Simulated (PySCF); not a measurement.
# Correlation energy of Cu⁺ (copper, charge +1)

Starting occupation: [Ar] 3d10. All numbers are calculated (PySCF 2.14, X2C-1e with screened-nucleus spin-orbit coupling, Gaussian nucleus, in x2c-SVPall-2c with one added diffuse shell each of s, d type (6s5p4d1f, 48 functions)). Frozen: [Ne]; 18 electrons correlated; the 6 highest virtual spinors left out.

MP2 pair energies summed by pair of shells (mhartree):

```json
{"pair": "3d3/2-3d5/2", "energy": "-141.56", "share (%)": "35.2"}
{"pair": "3d5/2-3d5/2", "energy": "-96.88", "share (%)": "24.1"}
{"pair": "3d3/2-3d3/2", "energy": "-39.98", "share (%)": "9.9"}
{"pair": "3d5/2-3p3/2", "energy": "-29.76", "share (%)": "7.4"}
{"pair": "3d3/2-3p3/2", "energy": "-20.27", "share (%)": "5.0"}
{"pair": "3d5/2-3p1/2", "energy": "-15.35", "share (%)": "3.8"}
{"pair": "3p1/2-3p3/2", "energy": "-14.65", "share (%)": "3.6"}
{"pair": "3p3/2-3p3/2", "energy": "-14.20", "share (%)": "3.5"}
{"pair": "3d3/2-3p1/2", "energy": "-9.59", "share (%)": "2.4"}
{"pair": "3d5/2-3s1/2", "energy": "-6.49", "share (%)": "1.6"}
{"pair": "3d3/2-3s1/2", "energy": "-4.31", "share (%)": "1.1"}
{"pair": "3p1/2-3p1/2", "energy": "-3.46", "share (%)": "0.9"}
{"pair": "3p3/2-3s1/2", "energy": "-2.88", "share (%)": "0.7"}
{"pair": "3p1/2-3s1/2", "energy": "-1.43", "share (%)": "0.4"}
{"pair": "3s1/2-3s1/2", "energy": "-1.38", "share (%)": "0.3"}
```

Total MP2 correlation energy: -402.21 mhartree.

This basis was not built for core-valence correlation, so the inner-shell part is incomplete.
